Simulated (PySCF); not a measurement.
All values below come from B3LYP-D3(BJ)/def2-TZVP // B3LYP-D3(BJ)/def2-SVP run with PySCF. Isolated molecules, 0 K electronic values unless said otherwise. One relaxed conformer stands for a flexible species; it need not be the lowest. B3LYP has the VWN-RPA correlation part, as in Gaussian. Delta-SCF ions had no search for a lower state. 

Reference species (SMILES): `C[O][Sn]([O]C)([O]C)[O]C` (neutral, multiplicity 1).

- HOMO = -7.71 eV
- vertical ionisation energy (Delta-SCF) = 9.46 eV

Changed species: `[SnH4]` (4 of 4 OCH3 replaced by H; the reference has 0 of 4 OCH3 replaced by H).

Q: Give the shifts of the HOMO and vertical ionisation energy (Delta-SCF).

A: the HOMO drops by 1.25 eV, to -8.96 eV; the vertical ionisation energy (Delta-SCF) goes up by 2.03 eV, to 11.49 eV.
